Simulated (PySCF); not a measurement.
**C₆ coefficients of unlike pairs at UHF**

Calculated with PySCF 2.14 from the dipole response of each species, C₆(A,B) = (3/π) ∫ α_A(iu) α_B(iu) du, in atomic units, from isotropic polarisabilities. For ions this is the dispersion term alone; charge-induced terms of lower order in 1/R come first.

```tsv
species	configuration	basis	relativity	α (bohr³)	C₆ (like pair)
Li⁺	1s2 (1S)	aug-cc-pCVQZ (9s8p6d4f2g)	none	0.1892	0.07642
Ga²⁺	[Ar] 3d10 4s1 (2S)	aug-cc-pVQZ-PP with one added diffuse shell each of s, p, d, f, g type with ECP10MDF (8s7p6d4f3g)	core potential	12.10	36.65
Kr²⁺	[Ar] 3d10 4s2 4p4 (3P)	def2-QZVPPD (12s8p5d4f1g)	none	7.559	37.61
N²⁺	[He] 2s2 2p1 (2P)	aug-cc-pVTZ with one added diffuse shell each of s, p, d, f type (6s5p4d3f)	none	2.705	3.833
```

(1) Estimate C₆ for Kr²⁺ with Li⁺.

No spin-orbit coupling is included.

The other pairs:

```tsv
pair	C₆
Ga²⁺, Li⁺	1.169
Kr²⁺, Ga²⁺	34.31
N²⁺, Li⁺	0.4578
N²⁺, Kr²⁺	11.97
N²⁺, Ga²⁺	11.26
```

Results:

(1) The integral gives 1.474. The combination rule 2 C_A C_B / (C_A α_B/α_A + C_B α_A/α_B) gives 1.439 and the geometric mean 1.695.
